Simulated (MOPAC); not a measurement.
A run for MOPAC: PM7 on BGeH5 (SMILES [BH2][GeH3]), a point of a bond scan (R = 2.694 Å).

```
PM7 1SCF PRECISE CHARGE=0 THREADS=1
BGeH5

B     -1.68447901 1    -0.08981357 1    -0.38805636 1
Ge     0.32433246 1     0.01332500 1     0.07253106 1
H      1.78912192 1    -2.07882525 1    -0.78565638 1
H      0.93481345 1     1.29602953 1    -0.53231896 1
H      0.50580440 1     0.12014751 1     1.60207949 1
H     -2.40523210 1     0.79344296 1    -0.04632267 1
H     -2.15298444 1    -1.00476260 1    -0.98628824 1
```

Program output:

```
*******************************************************************************
 **                                                                           **
 **                              MOPAC v23.2.5                                **
 **                                                                           **
 *******************************************************************************
 ** MOPAC's Digital Object Identifier: https://doi.org/10.5281/zenodo.6511958 **
 **                                                                           **
 ** Please cite the open-source release paper for use of this MOPAC version:  **
 ** J. E. Moussa and J. J. P. Stewart (2026)                                  **
 ** MOPAC: An open-source semiempirical molecular orbital program             **
 ** J. Open Source Softw., 11(119), 8025, https://doi.org/10.21105/joss.08025 **
 *******************************************************************************

                              PM7 CALCULATION RESULTS

 *******************************************************************************
 *  PM7        - The PM7 Hamiltonian to be used
 *
 *
 *
 *                 CHARGE ON SYSTEM = 0
 *
 *
 *
 *  PRECISE    - TIGHTER CRITERIA TO BE USED
 *  1SCF       - DO 1 SCF AND THEN STOP
 *  THREADS=1  - MULTI-THREADING NOT USED
 *  T=         - A TIME OF 172800.0 SECONDS REQUESTED
 *  DUMP=N     - RESTART FILE WRITTEN EVERY 7200.0 SECONDS REQUESTED
 *******************************************************************************
PM7 1SCF PRECISE CHARGE=0 THREADS=1
 BGeH5

   ATOM   CHEMICAL          X               Y               Z
  NUMBER   SYMBOL      (ANGSTROMS)     (ANGSTROMS)     (ANGSTROMS)

     1       B         -1.68447901  *  -0.08981357  *  -0.38805636  *
     2      Ge          0.32433246  *   0.01332500  *   0.07253106  *
     3       H          1.78912192  *  -2.07882525  *  -0.78565638  *
     4       H          0.93481345  *   1.29602953  *  -0.53231896  *
     5       H          0.50580440  *   0.12014751  *   1.60207949  *
     6       H         -2.40523210  *   0.79344296  *  -0.04632267  *
     7       H         -2.15298444  *  -1.00476260  *  -0.98628824  *



          CARTESIAN COORDINATES

    NO.       ATOM           X           Y           Z

     1         B         -1.6845     -0.0898     -0.3881
     2        Ge          0.3243      0.0133      0.0725
     3         H          1.7891     -2.0788     -0.7857
     4         H          0.9348      1.2960     -0.5323
     5         H          0.5058      0.1201      1.6021
     6         H         -2.4052      0.7934     -0.0463
     7         H         -2.1530     -1.0048     -0.9863

 General Reference for PM7:
 "Optimization of Parameters for Semiempirical Methods VI: More Modifications to the
 NDDO Approximations and Re-optimization of Parameters", J. J. P. Stewart, J. Mol. Mod., 1:32, 19 (2013)
 https://link.springer.com/article/10.1007/s00894-012-1667-x

           Empirical Formula: H5 B Ge  =     7 atoms



      MOLECULAR POINT GROUP   :   Cs


      RHF CALCULATION, NO. OF DOUBLY OCCUPIED LEVELS = 6


 -------------------------------------------------------------------------------
 PM7 1SCF PRECISE CHARGE=0 THREADS=1
 BGeH5



     1SCF WAS SPECIFIED, SO BFGS WAS NOT USED
     SCF FIELD WAS ACHIEVED


                              PM7 CALCULATION
                                                       MOPAC v23.2.5 Linux




          FINAL HEAT OF FORMATION =        167.56652 KCAL/MOL =     701.09833 KJ/MOL


          COSMO AREA              =        106.99 SQUARE ANGSTROMS
          COSMO VOLUME            =         91.61 CUBIC ANGSTROMS

          IONIZATION POTENTIAL    =          8.821524 EV
          HOMO LUMO ENERGIES (EV) =         -8.822 -1.567
          NO. OF FILLED LEVELS    =          6
          MOLECULAR WEIGHT        =         88.4395         POINT GROUP:  Cs

          MOLECULAR DIMENSIONS (Angstroms)

            Atom       Atom       Distance
            H     6    H     3     5.13704
            H     7    H     4     3.69686
            H     4    H     5     2.33168


          SCF CALCULATIONS        =          1





   ATOM   CHEMICAL          X               Y               Z
  NUMBER   SYMBOL      (ANGSTROMS)     (ANGSTROMS)     (ANGSTROMS)

     1       B         -1.68447901  *  -0.08981357  *  -0.38805636  *
     2      Ge          0.32433246  *   0.01332500  *   0.07253106  *
     3       H          1.78912192  *  -2.07882525  *  -0.78565638  *
     4       H          0.93481345  *   1.29602953  *  -0.53231896  *
     5       H          0.50580440  *   0.12014751  *   1.60207949  *
     6       H         -2.40523210  *   0.79344296  *  -0.04632267  *
     7       H         -2.15298444  *  -1.00476260  *  -0.98628824  *

                             CARTESIAN COORDINATES

   1    B       -1.684479010    -0.089813570    -0.388056360
   2   Ge        0.324332460     0.013325000     0.072531060
   3    H        1.789121920    -2.078825250    -0.785656380
   4    H        0.934813450     1.296029530    -0.532318960
   5    H        0.505804400     0.120147510     1.602079490
   6    H       -2.405232100     0.793442960    -0.046322670
   7    H       -2.152984440    -1.004762600    -0.986288240


           Empirical Formula: H5 B Ge  =     7 atoms



      MOLECULAR POINT GROUP   :   Cs


                  EIGENVALUES
 -15.85218 -14.97599 -12.40079 -11.60270 -10.16632  -8.82152  -1.56653  -0.87076
   0.04923   1.50934   3.64736   4.22523   5.99006


              NET ATOMIC CHARGES AND DIPOLE CONTRIBUTIONS

  ATOM NO.   TYPE          CHARGE      No. of ELECS.   s-Pop       p-Pop
    1          B          -0.070464        3.0705     0.78106     2.28940
    2         Ge          -0.412632        4.4126     0.99123     3.42140
    3          H           0.227945        0.7721     0.77205
    4          H           0.070768        0.9292     0.92923
    5          H           0.070768        0.9292     0.92923
    6          H           0.059910        0.9401     0.94009
    7          H           0.053705        0.9463     0.94629
 DIPOLE           X         Y         Z       TOTAL
 POINT-CHG.     1.128    -1.822    -0.777     2.279
 HYBRID         0.066     0.202     0.125     0.247
 SUM            1.194    -1.619    -0.652     2.115


          ATOMIC ORBITAL ELECTRON POPULATIONS

     Atom    s        px        py        pz
    1  B   0.78106   1.06541   0.91253   0.31146
    2 Ge   0.99123   1.13054   1.17303   1.11784
    3  H   0.77205
    4  H   0.92923
    5  H   0.92923
    6  H   0.94009
    7  H   0.94629

 **********************
 *                    *
 * JOB ENDED NORMALLY *
 *                    *
 **********************




 == MOPAC DONE ==
```

The run finished.

Cost: around 0.010 core-seconds (rough).
